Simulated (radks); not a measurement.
The numbers below are computed, except where a source is named.
Task: Species: Ru. Configuration: [Kr] 4d6 5s1 5p1 (not the ground configuration). Code: a radial shooting solver on a logarithmic mesh with Libxc functionals. Model: Dirac Kohn-Sham, PBEsol, spin-unpolarised, spherical densities, finite nucleus; open shells fill j = l - 1/2 first; Fermi nuclear charge, rms radius 4.4809 fm. Some entries of the table are withheld. Estimate them.

| orbital | occ. | eigenvalue (eV) | <1/r> (bohr^-1) |
|---|---|---|---|
| 1s1/2 | 2 | -21916.90 | 45.86 |
| 2s1/2 | 2 | -3154.952 | 10.49 |
| 2p1/2 | 2 | -2916.138 | (1) |
| 2p3/2 | 4 | -2785.341 | (2) |
| 3s1/2 | 2 | -559.3658 | 3.623 |
| 3p1/2 | 2 | -466.7230 | 3.525 |
| 3p3/2 | 4 | -444.5236 | 3.392 |
| 3d3/2 | 4 | -280.3880 | 3.215 |
| 3d5/2 | 6 | -276.0609 | 3.181 |
| 4s1/2 | 2 | -80.9485 | 1.356 |
| 4p1/2 | 2 | -53.2556 | 1.235 |
| 4p3/2 | 4 | -49.8202 | 1.194 |
| 4d3/2 | 4 | (3) | (4) |
| 4d5/2 | 2 | (5) | (6) |
| 5s1/2 | 1 | -6.1339 | 0.4119 |
| 5p1/2 | 1 | -2.1613 | 0.2981 |
| 5p3/2 | 0 | -1.9923 | 0.2870 |

Result: 
(1) 2p1/2 <1/r> (bohr^-1): 10.47
(2) 2p3/2 <1/r> (bohr^-1): 9.918
(3) 4d3/2 eigenvalue (eV): -9.2074
(4) 4d3/2 <1/r> (bohr^-1): 0.8571
(5) 4d5/2 eigenvalue (eV): -8.8515
(6) 4d5/2 <1/r> (bohr^-1): 0.8459
